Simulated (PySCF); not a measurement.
Correlation energy of Ru (ruthenium, neutral)

[Kr] 4d7 5s1, high-spin 5F determinant. Calculation: PySCF 2.14, in aug-cc-pVDZ-PP with ECP28MDF (5s5p4d2f, 54 functions); scalar relativity through the core potential. Frozen: 4s2 4p6; 8 electrons correlated.

```csv
level,correlation energy (mhartree)
CCSD,-159.02
(T),-4.80
CCSD(T),-163.82
```

Diagnostics: T1 = 0.017, D1 = 0.0488, largest double amplitude 0.022.

Problem. Is a single reference adequate?

Solution. Yes, within this model without spin-orbit coupling: T1 lies below 0.03 and no double amplitude reaches 0.07.
